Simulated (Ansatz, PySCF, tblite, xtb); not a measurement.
System: H₃N (cation, charge +1), doublet: umbrella (inversion) coordinate, bond length relaxed. Scanned: angle between the N-H bonds and the threefold axis (90 = planar). Other coordinates (N-H bond length) were minimised at PBE0/def2-TZVP.

Computed with: GFN1-xTB (xtb); UHF/6-31G* = unrestricted Hartree-Fock/6-31G*, spherical d in PySCF; GFN2-xTB, 300 K electronic temperature (tblite); CCSD(T)/aug-cc-pVQZ = Ansatz (a first-principles code) with CCSD(T) on UHF/aug-cc-pVQZ, frozen core.

Energies relative to the lowest point of each profile, in kcal/mol; the last columns give the difference from CCSD(T):

```tsv
a / °	GFN1-xTB	UHF/6-31G*	GFN2-xTB	CCSD(T)/aug-cc-pVQZ	GFN1-xTB − CCSD(T)/aug-cc-pVQZ	UHF/6-31G* − CCSD(T)/aug-cc-pVQZ	GFN2-xTB − CCSD(T)/aug-cc-pVQZ
90	0.0	0.0	0.0	0.0	0.0	0.0	0.0
93.90	0.3	0.4	0.3	0.4	-0.1	0.0	-0.1
96.90	1.0	1.3	0.9	1.2	-0.2	0.1	-0.3
99.90	2.1	2.9	2.0	2.7	-0.5	0.2	-0.7
102.90	3.8	5.2	3.5	4.7	-1.0	0.4	-1.2
105.90	6.0	8.4	5.6	7.6	-1.6	0.8	-2.1
108.90	9.0	12.7	8.2	11.4	-2.5	1.3	-3.2
111.90	12.7	18.3	11.7	16.3	-3.6	2.0	-4.7
114.90	17.5	25.4	15.9	22.5	-5.0	2.9	-6.6
117.90	23.2	34.0	21.1	30.0	-6.8	4.1	-8.8
120.90	30.2	44.5	27.5	39.0	-8.8	5.5	-11.5
123.90	38.6	57.1	35.0	49.7	-11.2	7.3	-14.7
126.90	48.4	71.8	43.7	62.3	-13.9	9.6	-18.5
129.90	59.9	89.0	53.6	76.8	-16.9	12.2	-23.2
132	69.1	102.6	61.2	88.3	-19.2	14.3	-27.1
```

GFN1-xTB is furthest from CCSD(T)/aug-cc-pVQZ at 132 (-19.2 kcal/mol, below); its mean absolute difference over the points is 6.1 kcal/mol.

UHF/6-31G* is furthest from CCSD(T)/aug-cc-pVQZ at 132 (14.3 kcal/mol, above); its mean absolute difference over the points is 4.0 kcal/mol.

GFN2-xTB is furthest from CCSD(T)/aug-cc-pVQZ at 132 (-27.1 kcal/mol, below); its mean absolute difference over the points is 8.2 kcal/mol.
